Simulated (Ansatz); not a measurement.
Input file for Ansatz (a program for electronic structure): R-B3LYP-D3(BJ)/def2-TZVP on H2MgO (SMILES [OH][MgH]).

Ansatz 0.2 input:
```yaml
crystal:
  periodic: [false, false, false]
  atoms:
    - {symbol: Mg, position_ang: [-0.57266310, -0.40573763, 0.01317586]}
    - {symbol: H, position_ang: [-2.03351776, -0.94924012, -0.17434940]}
    - {symbol: O, position_ang: [0.88610431, 0.47180646, 0.02973380]}
    - {symbol: H, position_ang: [1.67668575, 0.93349526, 0.08940661]}
basis:
  gaussian:
    orbitals: def2-TZVP
hamiltonian:
  xc: b3lyp
  dispersion: d3bj
relax: {f_tol: 0.003, max_steps: 120}
```

Task: Give the final energy of this run.

Result: -276.5898 hartree.

Task: How many basis functions does it have, and what does it roughly cost on one machine?

Result: 75 functions; very roughly 13 core-seconds.
